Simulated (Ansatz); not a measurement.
CBClFNO, SMILES `O=C=NB(F)Cl`, relaxed with RKS PBE0-D4/def2-TZVP in the Gaussian-basis code of Ansatz from a PBE-D4/def2-SVP geometry. The force threshold is 0.005 eV/Å; the program also tests the step.

Total charge 0; spin multiplicity 1.

Start:

```xyz
6

O     2.259   -0.836   -1.271
C     1.285   -0.575   -0.663
N     0.288   -0.361   -0.008
B    -0.865    0.266    0.519
F    -1.584   -0.354    1.450
Cl   -1.383    1.860   -0.027
```

**Question.** How much energy does the relaxation release, and in how many steps? (An estimate is asked.)

**Answer.** Computed: 0.07 eV, in 11 steps, 1 of them rejected.

**Question.** Which bonds change most? (Estimate.)

**Answer.** Ansatz gave: O1–C2 from 1.177 to 1.156 Å; B4–F5 from 1.329 to 1.314 Å; B4–Cl6 from 1.763 to 1.751 Å; C2–N3 from 1.212 to 1.204 Å.

**Question.** Give the relaxed structure. (An estimate is asked.)

**Answer.** Ansatz gave: 
```xyz
6

O     2.160   -0.632   -1.315
C     1.229   -0.546   -0.636
N     0.280   -0.542    0.105
B    -0.835    0.212    0.528
F    -1.630   -0.285    1.448
Cl   -1.204    1.793   -0.129
```
